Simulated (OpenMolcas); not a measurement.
# Mn4+: effect of the active space

```yaml
Program: OpenMolcas 26.06
Method: CASSCF or its RAS form
Basis: ANO-RCC-VTZP
Scalar_Hamiltonian: DKH2, point nucleus
Spin-orbit_coupling: RASSI with atomic mean-field integrals over the reference wave functions, term energies averaged over their components
```

A. 3 electrons in 5 orbitals (3d); 2S+1 = 4 even, 10 roots; 2S+1 = 2 even, 40 roots; cost roughly 11 core-seconds
B. 9 electrons in 8 orbitals (RAS1 3p, at most 2 holes; RAS2 3d); 2S+1 = 4 even, 10 roots; 2S+1 = 2 even, 40 roots; cost of the order of 28 core-seconds
C. 3 electrons in 10 orbitals (3d 4d); 2S+1 = 4 even, 10 roots; 2S+1 = 2 even, 40 roots; cost roughly 19 core-seconds

Energies in eV above 3d³ ⁴F_3/2, the measured ground level; measured values from Corliss and Sugar, J. Phys. Chem. Ref. Data 6, 1253 (1977).

| Level | A | B | C | Measured |
| --- | --- | --- | --- | --- |
| 3d³ ⁴F_3/2 | 0.0000 | 0.0000 | 0.0000 | 0.0000 |
| 3d³ ⁴F_5/2 | 0.0460 | 0.0478 | 0.0463 | 0.0445 |
| 3d³ ⁴F_7/2 | 0.1087 | 0.1127 | 0.1093 | 0.1035 |
| 3d³ ⁴F_9/2 | 0.1865 | 0.1930 | 0.1876 | 0.1751 |
| 3d³ ⁴P_1/2 | 2.5379 | 2.3798 | 2.4897 | 2.0376 |
| 3d³ ⁴P_3/2 | 2.5567 | 2.3972 | 2.5094 | 2.0575 |
| 3d³ ²G_7/2 | 2.5953 | 2.5989 | 2.5305 | 2.2184 |
| 3d³ ⁴P_5/2 | 2.6117 | 2.4575 | 2.5661 | 2.1138 |
| 3d³ ²G_9/2 | 2.6591 | 2.6668 | 2.5961 | 2.2812 |
| 3d³ ²P_1/2 | 3.4208 | 3.0881 | 3.3533 | 2.8618 |
| 3d³ ²H_9/2 | 3.4288 | 3.6215 | 3.3474 | 3.0965 |
| 3d³ ²P_3/2 | 3.4379 | 3.0993 | 3.3657 | 2.8416 |
| 3d³ ²H_11/2 | 3.4767 | 3.6727 | 3.3979 | 3.1410 |
| 3d³ ²D_3/2(1) | 3.7420 | 3.3739 | 3.6494 | 3.0588 |
| 3d³ ²D_5/2(1) | 3.7776 | 3.4116 | 3.6834 | 3.0537 |
| 3d³ ²F_7/2 | 5.8871 | 5.7685 | 5.7719 | 5.0119 |
| 3d³ ²F_5/2 | 5.9150 | 5.7973 | 5.7995 | 5.0470 |
| 3d³ ²D_5/2(2) | 9.1917 | 8.5548 | 8.9206 | 7.7624 |
| 3d³ ²D_3/2(2) | 9.2248 | 8.5950 | 8.9498 | 7.7928 |

Deviations, from unrounded energies. A percentage is the sum of absolute deviations over the sum of measured energies, with the sign that they share, or ± where signs differ.

```tsv
Against measurement	Levels	A	B	C
mean absolute deviation (cm-1)	18	4500	3200	3800
fine structure of the ground term (%)	3	+5.6	+9.4	+6.2
other terms of the ground configuration (%)	15	+18.6	+13.1	+15.7
```

B lies closest to measurement on these levels and A furthest from it. The largest miss of B in the table is 3d³ ²D_3/2(2), by +6500 cm-1. The ranking rests on the paired levels alone, and a cruder setting can come out closer through cancelling errors.

Among A to C the level of the table that moves most is 3d³ ²D_5/2(2), by 5100 cm-1 (lowest in B, highest in A).

Without dynamic correlation excited terms often stand tens of per cent too high (terms of higher spin than the ground term too low), and those without a measured partner can miss by more than the paired ones. Some levels mix across a computed gap that differs much from the measured one, so their mixing is not that of the real levels (holds for A; C). Active for correlation alone: 3p; no level in the range computed is led by a configuration that opens it, so any true level of that kind is missing (holds for B). Active for correlation alone: 4d; no level in the range computed is led by a configuration that fills it, so any true level of that kind is missing (holds for C). Computed and measured levels are paired by configuration, term and J; levels that our copy of the source lacks, or whose pairing is in doubt (as where it misses far off the trend of its configuration), stay unpaired and out of the deviations. Levels of configurations outside the active space are missing.

A number in round brackets counts repeated terms of one configuration in the order of the reference energies.
